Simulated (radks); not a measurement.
These are the eigenvalues of the occupied orbitals of an atom or ion with whole-number occupations (eV). Calculated with a radial shooting solver on a logarithmic mesh with Libxc functionals: Dirac Kohn-Sham, LDA (Slater exchange, Perdew-Wang correlation), spin-unpolarised, spherical densities, point nucleus.

1s1/2: -9544.672
2s1/2: -1195.805
2p1/2: -1059.101
2p3/2: -1035.282
3s1/2: -167.9216
3p1/2: -124.4954
3p3/2: -121.3714
3d3/2: -48.7427
3d5/2: -48.3458
7p1/2: -3.8444

Which element is it, and in what charge state? The configuration may be excited. Open shells, if any, fill j = l - 1/2 first.

Answer. Z = 30, zinc, charge +2: Zn2+ in [Ar] 3d9 7p1. The list shows which subshells hold electrons but not how many an open one holds; the 1s level, -350.76 hartree, gives Z - s = 26.5 by -(Z - s)^2/2, which with screening and relativity narrows Z to a few neighbours, and the depths of the outer levels then fix element, charge and occupations together.
